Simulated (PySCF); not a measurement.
ClH₃S₃Sn, SMILES [SH][Sn]([SH])([SH])[Cl]. Geometry: B3LYP-D3(BJ)/def2-SVP. The structure was generated by enumeration; whether it is a known compound was not checked. The def2 effective core potentials stand for the cores of Sn; spin–orbit coupling is left out. The values are those of a single conformer.

### Question
Give the equilibrium geometry at B3LYP-D3(BJ)/def2-SVP (PySCF confirms it by a frequency run) as a Z-matrix. (The exact figures need the calculation; the answer reports its results.)

### Answer
Several could match; the one computed here: 
```
Sn
Cl 1 2.3619
S 1 2.4296 2 108.69
H 3 1.3547 1 90.82 2 -128.33
S 1 2.4296 2 108.77 3 -120.00
H 5 1.3548 1 90.79 2 -127.47
S 1 2.4297 2 108.69 3 120.01
H 7 1.3547 1 90.80 2 -128.00
```
